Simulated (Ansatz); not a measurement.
Compare A (`C[Se][SiH2]N`) with its isomer B (`N[SiH2]C[SeH]`).

Gas-phase electronic energies from Ansatz, PBE0-D4/def2-TZVP geometries. CBS: MP2 limit from def2 TZ/QZ plus the TZ coupled-cluster correction, frozen cores. Functionals use def2-TZVPP. B3LYP here is the variant with VWN-RPA as its local correlation; programs differ in this. For Se outer-core shells are correlated without core-valence functions, which leaves a few kJ/mol of doubt a bond. Scalar relativity is left out up to krypton. One conformer a species, not always the lowest.

A:

Z-matrix (Å, degrees):
```
C
Se 1 1.957
H 1 1.088 2 110.0
H 1 1.088 2 106.9 3 118.8
H 1 1.088 2 110.2 3 -122.2
Si 2 2.275 1 96.7 3 56.5
N 6 1.712 2 116.1 1 -60.5
H 6 1.484 2 102.8 1 177.6
H 6 1.486 2 110.1 1 58.5
H 7 1.007 6 121.8 2 -54.0
H 7 1.006 6 120.4 2 97.0
```

B:

Z-matrix (Å, degrees):
```
Si
C 1 1.871
N 1 1.714 2 108.2
H 1 1.489 2 111.9 3 -117.6
H 1 1.496 2 106.1 3 125.1
Se 2 1.961 1 109.7 3 -60.1
H 2 1.090 1 114.1 3 177.1
H 2 1.092 1 110.2 3 54.6
H 3 1.008 1 118.9 2 56.0
H 3 1.006 1 120.1 2 -159.9
H 6 1.470 2 95.2 1 -54.5
```

Which isomer does CCSD(T)/CBS put lower? Give the gap. (An estimate is asked.)

Computed: A, by 63.4 kJ/mol.

Give E(B) − E(A) in kJ/mol with B3LYP, PBE-D4, PBE0-D4, B2PLYP, CCSD(T)/def2-TZVPP, HF/def2-TZVPP, CCSD/def2-TZVPP. (An estimate is asked.)

The calculation gave: B3LYP 66.1, PBE-D4 66.1, PBE0-D4 66.1, B2PLYP 64.9, CCSD(T)/def2-TZVPP 59.9, HF/def2-TZVPP 67.1, CCSD/def2-TZVPP 60.0. None reverses the order clearly.

Largest T1 diagnostic: 0.010.

In def2-TZVPP, CCSD(T) changes the Hartree–Fock value by −7.2 kJ/mol (the triples alone add −0.1 kJ/mol) and MP2 by −3.6 kJ/mol.
